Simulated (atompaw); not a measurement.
**LDA (PW92) PAW (atompaw) dataset for tantalum, scalar-relativistic all-electron reference.**

Input for atompaw 4.2.0.5:

```
Ta 73
LDA-PW scalarrelativistic loggrid 2001 logderivrange -3 5 201
6 6 5 4 0 0
6 0 1
6 1 0
5 2 3
0 0 0
c
c
c
c
c
v
c
c
c
c
v
c
c
v
c
2
3.00 2.40 2.70 2.85
y
1.2
n
y
0.05
n
y
2.45
n
custom rrkj vanderbiltortho sinc
3 0.5 vpsmatchnc
2.40
3.00
3.00
3.00
3.00
2.85
PWSCFOUT
UPFDX 0.0125d0 UPFXMIN -7.d0 UPFZMESH 73.d0
END
```

Command:

```bash
atompaw < Ta.input > Ta.log
```

Output (summary file):

```
Completed calculations for Ta (AE)

 Exchange-correlation type: LDA, Perdew-Wang correlation

 Radial integration grid is logarithmic
 r0 =   9.3554737E-05 h =   6.8294958E-03   n =      2001 rmax =   8.0000000E+01

 Scalar relativistic calculation

 AEatom converged in  40 iterations
   nz     =  73.00
   delta  =       1.258021724395E-14

 All Electron Orbital energies:
  n  l      occupancy      energy
  1  0      2.0000000E+00 -4.9480808E+03
  2  0      2.0000000E+00 -8.5066065E+02
  3  0      2.0000000E+00 -1.9524628E+02
  4  0      2.0000000E+00 -4.0184877E+01
  5  0      2.0000000E+00 -5.9156867E+00
  6  0      1.0000000E+00 -8.7506514E-01
  2  1      6.0000000E+00 -7.4580188E+02
  3  1      6.0000000E+00 -1.6406397E+02
  4  1      6.0000000E+00 -2.9951453E+01
  5  1      6.0000000E+00 -3.4442626E+00
  6  1      0.0000000E+00 -4.9853763E-01
  3  2      1.0000000E+01 -1.2762011E+02
  4  2      1.0000000E+01 -1.6853269E+01
  5  2      3.0000000E+00 -7.9066352E-01
  4  3      1.4000000E+01 -2.3685742E+00

 Total energy
   Total                    :   -31190.04981514580140

 ---
 Completed calculations for Ta (SC)

 Exchange-correlation type: LDA, Perdew-Wang correlation

 Radial integration grid is logarithmic
 r0 =   9.3554737E-05 h =   6.8294958E-03   n =      2001 rmax =   8.0000000E+01

 Scalar relativistic calculation

 SCatom converged in   5 iterations
   nz     =  73.00
   delta  =       7.530502788156E-16

 Valence Electron Orbital energies:
  n  l      occupancy      energy
   6  0      1.0000000E+00 -8.7506514E-01
   6  1      0.0000000E+00 -4.9853763E-01
   5  2      3.0000000E+00 -7.9066353E-01

 Total energy
   Total                    :   -31190.04981516866610
   Valence                  :     -616.37527864087053

 PAW parameters:
       lmax =            2
         rc =    3.0157205243774672
        irc =         1521
   rc_shape =    2.4071839451267358
    rc_vloc =    2.7035433544898066
    rc_core =    2.8553689744620292
   Vloc: VPS match (norm-conservation) with l= 3;e=   5.0000E-01
   Projector type: RRKJ pseudization + Vanderbilt ortho.
   Sinc^2 compensation charge shape zeroed at   2.4072E+00

 Number of basis functions     6
 No.   n  nodes  l      Energy         Cp coeff         Occ
  1    6    5    0   -0.8750651E+00  0.3535968E+02  0.1000000E+01
  2  999    6    0    0.1200000E+01  0.3613913E+00  0.0000000E+00
  3    6    4    1   -0.4985376E+00  0.4913940E+03  0.0000000E+00
  4  999    5    1    0.5000000E-01  0.7051492E+02  0.0000000E+00
  5    5    2    2   -0.7906635E+00  0.3271943E+01  0.3000000E+01
  6  999    3    2    0.2450000E+01 -0.6330519E+00  0.0000000E+00

 Eigenvalues of overlap operator (in the basis of projectors):
    1        1.53959689E-03
    2        5.46561840E-01
    3        1.22341860E+00
    4        2.52929634E+02
    5        7.44957387E+02
    6        1.34588337E+03

 Orbital leakage outside PAW augmentation regions
   orb  is_core?  %out_of_sphere
   1 0    T           0.00
   2 0    T           0.00
   3 0    T           0.00
   4 0    T           0.00
   5 0    T           0.03
   6 0    F          46.83
   2 1    T           0.00
   3 1    T          -0.00
   4 1    T           0.00
   5 1    T           0.32
   6 1    F          75.74
   3 2    T           0.00
   4 2    T           0.00
   5 2    F          14.93
   4 3    T           0.02

 Summary of PAW energies
   Total valence energy     :   -616.37528355494680
   Smooth energy            :      7.71717999970272
   One center               :   -624.09246355464950
   Smooth kinetic           :      4.26067494355535
   Vloc energy              :     -0.61387560735990
   Smooth exch-corr         :     -1.85376686965352
   One-center xc            :   -609.53965444174037
```

Note: ghost states, extra bound levels that the all-electron valence spectrum of the same l lacks: s at -1802.2 eV, p at -22.6 eV. A true bound ghost makes a file unfit for plane-wave use.

The run took about 28 s on one core of a shared server CPU.
